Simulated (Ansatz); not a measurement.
`CCB(F)Br` + H–F → `CCB(F)F` + HBr at 600 K and 1 bar (ligand exchange at a B–Br bond).

Computed with Ansatz on PBE0-D4/def2-TZVP structures; ΔE is electronic, products minus reactants. CCSD(T)/CBS is the MP2 limit (def2-TZVPP, def2-QZVPP) plus CCSD(T) − MP2 in def2-TZVPP, frozen cores. This one scheme is used for every species. For Br outer-core shells are correlated without core-valence functions, which leaves a few kJ/mol of doubt a bond. Scalar relativity is left out up to krypton. Each species was taken in one conformer, which may not be the lowest.

```tsv
species	CCSD(T)/CBS energy (Eh)	H − E (kJ/mol)	S (J/(mol·K))
`CCB(F)Br`	-2777.13014	246.9	429.6
H–F	-100.39570	42.3	194.0
`CCB(F)F`	-303.63268	250.0	402.8
HBr	-2573.91920	33.5	219.1
```

H − E and S are ideal-gas, rigid-rotor, harmonic terms from PBE0-D4/def2-TZVP, for one conformer and one mirror image of each species. 1 Eh = 2625.50 kJ/mol, R = 8.31446 J/(mol·K).

Problem. By hand: ΔE, ΔH, ΔS and ΔG.

Solution. ΔE = (-303.63268) + (-2573.91920) − (-2777.13014) − (-100.39570) = -0.02604 Eh = -68.4 kJ/mol. Δ(H − E) = 250.0 + 33.5 − 246.9 − 42.3 = -5.7, so ΔH = -74.1 kJ/mol. ΔS = 402.8 + 219.1 − 429.6 − 194.0 = -1.7 J/(mol·K). ΔG = -74.1 − 600 × (-1.7)/1000 = -73.1 kJ/mol.

Problem. By hand: the equilibrium constant, and the temperature at which ΔG would vanish if ΔH and ΔS stayed fixed.

Solution. log₁₀ K = −ΔG/(RT ln 10) = 6.4. ΔG = 0 at ΔH/ΔS = 43588 K, far beyond where these terms or the molecules hold.

The number of gas molecules stays the same, so ΔS is small and ΔH decides. A doubt of 5 kJ/mol in ΔE shifts log₁₀ K by 0.4 here. Other conformers and mirror images would add mixing entropy, several J/(mol·K) or more a flexible species. Modes under 60 cm⁻¹, often nearly free rotors, make the harmonic entropy too high. These are equilibria of isolated gas molecules and say nothing of rates. Largest T1 diagnostic: 0.011 (customary marks: 0.02 for closed shells, 0.045 for open ones).
